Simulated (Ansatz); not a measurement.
Program: Ansatz. Geometries: PBE0-D4/def2-TZVP. ΔE: electronic, gas phase. CBS: MP2 limit from def2 TZ/QZ plus the TZ coupled-cluster correction, frozen cores. For Br, Ge outer-core shells are correlated without core-valence functions, which leaves a few kJ/mol of doubt a bond. Scalar relativity is left out up to krypton.

Consider the redistribution: `[Cl][GeH]([Cl])[GeH3]` + `F[Si](F)(F)Br` → `[Cl][GeH]([Cl])[Br]` + `F[Si](F)(F)[GeH3]`.

```json
{"level": "MP2/def2-TZVPP", "ΔE (kcal/mol)": "9.1"}
{"level": "SCS-MP2/def2-QZVPP", "ΔE (kcal/mol)": "9.0"}
```

Q: What does CCSD(T)/CBS give? (Best estimate.)

A: The calculation gave: +9.0 kcal/mol. The listed levels differ from it by 0.1, 0.0 kcal/mol.

Largest T1 diagnostic among the species: 0.012.

Leaving LDA and LC-ωPBE aside and taking each functional with its dispersion term where it has one, the values, not all of them listed here, spread over 1.9 kcal/mol, from PBE-D4 to r2SCAN0-D4. LDA lies +0.7 kcal/mol from PBE without D4. At CCSD(T), def2-SVP lies −2.6 kcal/mol from the extrapolated value and def2-TZVPP −0.7 kcal/mol. From PBE to PBE0 (25 % exact exchange), in def2-TZVPP and without D4, ΔE moves by +0.8 kcal/mol.
